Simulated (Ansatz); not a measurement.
Born–Oppenheimer molecular dynamics of C$_{3}$H$_{9}$NSSi (15 atoms, charge 0, multiplicity 1). It starts from a relaxed structure.

Level of theory: Ansatz 0.2.0, RKS r2SCANh/STO-3G.

```yaml
ensemble: NVT, Langevin thermostat
time_step: 0.5 fs
steps_asked: 300
set_temperature: 400 K
friction: 0.01 /fs
seed: 241108
```

First frame:

```xyz
15
Properties=species:S:1:pos:R:3
C -0.945 -0.008 1.408
C 0.327 0.127 0.516
S 1.750 0.369 1.649
C 0.431 -1.083 -0.507
Si -0.257 0.075 -1.803
N 0.211 1.236 -0.528
H -1.103 0.910 1.988
H -1.831 -0.188 0.786
H -0.838 -0.845 2.109
H 2.628 0.570 0.636
H -0.152 -1.957 -0.201
H 1.470 -1.389 -0.671
H 0.442 0.258 -3.056
H -1.672 -0.088 -2.077
H -0.483 1.961 -0.219
```

(1) How far do the bonds stretch over the last three quarters of this one trajectory? (Pairs bonded in most of those frames.)

Answers

(1) 
| bond | mean (Å) | spread (Å) | shortest | longest |
| --- | --- | --- | --- | --- |
| C1–C2 | 1.565 | 0.023 | 1.51 | 1.60 |
| C1–H7 | 1.098 | 0.020 | 1.05 | 1.14 |
| C1–H8 | 1.099 | 0.016 | 1.07 | 1.13 |
| C1–H9 | 1.098 | 0.019 | 1.05 | 1.14 |
| C2–S3 | 1.833 | 0.026 | 1.79 | 1.88 |
| C2–C4 | 1.589 | 0.035 | 1.51 | 1.66 |
| C2–N6 | 1.544 | 0.032 | 1.48 | 1.63 |
| S3–H10 | 1.358 | 0.013 | 1.33 | 1.39 |
| C4–Si5 | 1.868 | 0.019 | 1.83 | 1.90 |
| C4–H11 | 1.096 | 0.013 | 1.06 | 1.12 |
| C4–H12 | 1.098 | 0.017 | 1.06 | 1.13 |
| Si5–N6 | 1.809 | 0.024 | 1.77 | 1.87 |
| Si5–H13 | 1.450 | 0.046 | 1.37 | 1.53 |
| Si5–H14 | 1.452 | 0.018 | 1.42 | 1.49 |
| N6–H15 | 1.059 | 0.028 | 1.00 | 1.11 |

Pairs bonded in part of these frames only: C2–Si5 12 %.

Mean temperature of the second half: 265 K. The mean temperature of the second half is 34 % below the set value. A run of 0.15 ps of so small a system gives no equilibrium averages. Limits of this set-up: minimal basis.

Time of the run: 20 min on 1 thread of Arm Neoverse V2 (shared host), peak memory 0.11 GiB.
